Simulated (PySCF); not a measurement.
Se(OH)(OSiH3) (H₄O₂SeSi), SMILES [SiH3]O[Se]O.

The structure is a stationary point at PBE-D3(BJ)/def2-SVP. This is a generated structure with no PubChem entry under its InChIKey; it may be hypothetical. Other conformers were not sampled.

Computed with TDA-B3LYP/def2-SVPD run with PySCF 2.14.0.

Vertical excitations. Isolated molecule, no solvent.

Computed lowest excited states:
```json
[
 {"state": "S1", "energy (eV)": "3.63", "λ (nm)": "342", "f": "0.001", "main pairs": "HOMO→LUMO 96 %"},
 {"state": "S2", "energy (eV)": "4.04", "λ (nm)": "307", "f": "0.002", "main pairs": "HOMO→LUMO+1 96 %"},
 {"state": "S3", "energy (eV)": "5.51", "λ (nm)": "225", "f": "0.028", "main pairs": "HOMO→LUMO+2 99 %"},
 {"state": "S4", "energy (eV)": "5.95", "λ (nm)": "208", "f": "0.004", "main pairs": "HOMO−1→LUMO 86 %"},
 {"state": "S5", "energy (eV)": "6.11", "λ (nm)": "203", "f": "0.004", "main pairs": "HOMO→LUMO+3 94 %"},
 {"state": "S6", "energy (eV)": "6.24", "λ (nm)": "199", "f": "0.001", "main pairs": "HOMO−1→LUMO+1 60 %, HOMO−2→LUMO 27 %"},
 {"state": "S7", "energy (eV)": "6.46", "λ (nm)": "192", "f": "0.018", "main pairs": "HOMO−2→LUMO+1 63 %, HOMO−1→LUMO+1 13 %, HOMO−3→LUMO+1 11 %"},
 {"state": "S8", "energy (eV)": "6.59", "λ (nm)": "188", "f": "0.025", "main pairs": "HOMO→LUMO+4 91 %"},
 {"state": "S9", "energy (eV)": "6.77", "λ (nm)": "183", "f": "0.057", "main pairs": "HOMO−2→LUMO 37 %, HOMO−2→LUMO+1 13 %, HOMO→LUMO+7 9 %, HOMO−1→LUMO+1 8 %"},
 {"state": "S10", "energy (eV)": "6.83", "λ (nm)": "182", "f": "0.044", "main pairs": "HOMO→LUMO+5 92 %"},
 {"state": "T1", "energy (eV)": "2.90", "λ (nm)": "428", "f": "0", "main pairs": "HOMO→LUMO 97 %"},
 {"state": "T2", "energy (eV)": "3.07", "λ (nm)": "404", "f": "0", "main pairs": "HOMO→LUMO+1 96 %"},
 {"state": "T3", "energy (eV)": "5.32", "λ (nm)": "233", "f": "0", "main pairs": "HOMO→LUMO+2 96 %"},
 {"state": "T4", "energy (eV)": "5.40", "λ (nm)": "229", "f": "0", "main pairs": "HOMO−1→LUMO 69 %, HOMO−1→LUMO+1 18 %"}
]
```
Triplets are in the Tamm–Dancoff approximation.
